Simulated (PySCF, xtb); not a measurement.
Zn(Me) (CH₃Zn), SMILES [CH3][Zn] (connectivity only; charge and spin as stated), neutral, multiplicity 2.

Harmonic wavenumbers (cm⁻¹) from GFN2-xTB (xtb) at its own minimum, in rising order: 334, 448, 448, 1131, 1473, 1473, 3021, 3038, 3039.

Question: What does TPSSh-D3(BJ)/def2-TZVP (PySCF) give at its own minimum? (The exact figures need the calculation; the answer reports its results.)

Answer: 425, 598, 598, 1102, 1450, 1450, 3027, 3127, 3127. Paired by order, the mean absolute difference is 72 cm⁻¹ and the zero-point energies are 20.6 and 21.3 kcal/mol.
